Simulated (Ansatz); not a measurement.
Relaxation of AlFH₅NSi (9 atoms, charge 0, multiplicity 1), to a largest force component of 0.015 eV/Å in at most 40 steps.

Method: RKS BHLYP-D4/def2-SVP (Ansatz 0.2.0).

```xyz
9
Properties=species:S:1:pos:R:3:forces:R:3
N -0.865 1.347 0.072 0.03 0.05 -0.49
Si 0.199 0.179 0.794 -0.39 0.59 0.69
Al 0.500 -1.514 -0.909 0.12 -0.17 -0.21
F 0.101 -3.110 -0.735 -0.12 -0.18 0.30
H -0.656 1.676 -0.857 -0.02 0.08 -0.01
H -1.201 2.117 0.629 -0.03 -0.05 0.06
H 1.438 0.803 1.350 0.21 -0.23 -0.16
H -0.551 -0.235 2.004 0.10 -0.34 0.05
H 1.036 -1.263 -2.349 0.10 0.25 -0.22
```

Task: Where does it end, and by what steps?

Result: The forces met the threshold. The force dipped under the threshold on the way, but the program's further checks kept it going. After 15 steps the energy has fallen by 0.100 eV; F4 moved furthest, 0.72 Å.

| step | energy less start (eV) | largest force component (eV/Å) | accepted |
| --- | --- | --- | --- |
| 0 | 0.0000 | 0.686 | yes |
| 1 | -0.0563 | 0.402 | yes |
| 2 | -0.0837 | 0.204 | yes |
| 3 | -0.0860 | 0.151 | yes |
| 4 | -0.0892 | 0.109 | yes |
| 5 | -0.0919 | 0.116 | yes |
| 6 | -0.0915 | 0.386 | no |
| 7 | -0.0952 | 0.067 | yes |
| 8 | -0.0969 | 0.152 | yes |
| 9 | -0.0981 | 0.124 | yes |
| 10 | -0.0980 | 0.198 | no |
| 11 | -0.0987 | 0.067 | yes |
| 12 | -0.0997 | 0.112 | yes |
| 13 | -0.0999 | 0.053 | yes |
| 14 | -0.1000 | 0.013 | yes |
| 15 | -0.1001 | 0.011 | yes |

```xyz
9
Properties=species:S:1:pos:R:3
N -0.766 1.481 0.025
Si 0.081 0.170 0.782
Al 0.469 -1.527 -0.935
F 0.762 -3.090 -0.455
H -0.418 1.871 -0.836
H -1.172 2.207 0.594
H 1.364 0.540 1.457
H -0.791 -0.358 1.862
H 0.471 -1.295 -2.493
```

Time of the run: 71 s on 1 thread of Arm Neoverse V1, on a shared host, peak memory 0.17 GiB.
